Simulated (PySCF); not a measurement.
# RhO₂⁺: PBE0 against B3LYP

Base calculation in PySCF with density fitting and no spin–orbit coupling, PBE0/def2-TZVP (scalar-relativistic core potentials): quintet, Cs, O–O 1.193 Å, Rh–O 2.205 Å; O–O–Rh 150.3°; wavenumbers 108, 188, 1683 cm⁻¹; dipole moment about the centre of mass 1.59 D, polar-tensor charge of Rh 0.90 e.

What changes on going to B3LYP/def2-TZVP (scalar-relativistic core potentials)?

The point group stays the same. Changes: mean bond to Rh +0.007 Å, highest wavenumber -85 cm⁻¹, lowest wavenumber +3 cm⁻¹, dipole moment about the centre of mass +0.04 D, polar-tensor charge of Rh -0.01 e. The new structure has O–O 1.205 Å, Rh–O 2.212 Å; O–O–Rh 149.9°, with wavenumbers 111, 188, 1598 cm⁻¹.

Open d or f shells are single determinants, so the state found may not be the ground state. The structures come from searches over a few start shapes, so lower isomers are not excluded.
